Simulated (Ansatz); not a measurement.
Two isomers of C4H7Al: A = `C#[C][AlH][CH2]C`, B = `CC1=[C]([AlH2])C1`.

Computed with Ansatz on PBE0-D4/def2-TZVP structures; ΔE is electronic, products minus reactants. CCSD(T)/CBS is the MP2 limit (def2-TZVPP, def2-QZVPP) plus CCSD(T) − MP2 in def2-TZVPP, frozen cores. Functionals use def2-TZVPP. B3LYP here is the variant with VWN-RPA as its local correlation; programs differ in this. Each species was taken in one conformer, which may not be the lowest.

(1) Which is lower in electronic energy at CCSD(T)/CBS, and by how much? (Best estimate.)

(2) Give E(B) − E(A) in kcal/mol with B3LYP-D4, PBE0-D4, B3LYP, CCSD(T)/def2-TZVPP, r2SCAN-D4, HF/def2-TZVPP, PBE-D4. (Estimate.)

Largest T1 diagnostic: 0.011.

Answers

(1) The calculation gave: A, by 24.3 kcal/mol.

(2) Computed: B3LYP-D4 21.6, PBE0-D4 16.4, B3LYP 22.0, CCSD(T)/def2-TZVPP 24.0, r2SCAN-D4 19.2, HF/def2-TZVPP 25.0, PBE-D4 16.5. None reverses the order clearly.

In def2-TZVPP, CCSD(T) changes the Hartree–Fock value by −1.0 kcal/mol (the triples alone add −0.2 kcal/mol) and MP2 by −1.7 kcal/mol.
